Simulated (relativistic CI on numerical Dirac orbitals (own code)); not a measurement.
Slater and spin-orbit integrals, Zr XIII

Computed by Dirac-Coulomb-Breit CI, orbitals from a KLI potential per configuration, model QED (radiative potential, 1s self-energy scaled to tabulated hydrogen-like ionisation energies), unscaled Slater integrals (own radial code, finite nucleus).

Slater integrals F^k, G^k are unscaled and averaged over j, outside the closed core [Ne] 3s2; ζ comes from projecting the Hamiltonian with its Breit term on Σ l·s of the shell.

- 3p⁶3d⁹4s: ζ(3d) = 7939.1, G^2(3d,4s) = 22518 cm⁻¹; <r>(3d) = 0.4325, <r^2>(3d) = 0.223, <r>(4s) = 1.026, <r^2>(4s) = 1.181 (bohr units).
- 3p⁶3d⁹4p: ζ(3d) = 7949.8, F^2(3d,4p) = 62017, G^1(3d,4p) = 20753, G^3(3d,4p) = 20395, ζ(4p) = 16209 cm⁻¹; <r>(3d) = 0.4324, <r^2>(3d) = 0.2229, <r>(4p) = 1.08, <r^2>(4p) = 1.314 (bohr units).
- 3p⁶3d⁹4d: ζ(3d) = 7947.1, F^2(3d,4d) = 55425, F^4(3d,4d) = 26665, G^0(3d,4d) = 19290, G^2(3d,4d) = 22705, G^4(3d,4d) = 17383, ζ(4d) = 1568.6 cm⁻¹; <r>(3d) = 0.4323, <r^2>(3d) = 0.2228, <r>(4d) = 1.176, <r^2>(4d) = 1.576 (bohr units).

Averages of the first 10 configurations, taken without configuration mixing, which lowers the lowest level and can move excited configurations by several eV; other configurations of the list can lie among them:

```tsv
Configuration	Parity	States	Average energy above the lowest level (eV)
3p⁶3d¹⁰	even	1	0.1
3p⁶3d⁹4s	even	20	164.3
3p⁶3d⁹4p	odd	60	192.6
3p⁶3d⁹4d	even	100	236.2
3p⁶3d⁸4s²	even	45	343.5
3p⁶3d⁸4s4p	odd	540	369.6
3p⁶3d⁹4f	odd	140	277.4
3p⁶3d⁹5s	even	20	281.8
3p⁶3d⁸4p²	even	675	400.0
3p⁶3d⁹5p	odd	60	294.0
```
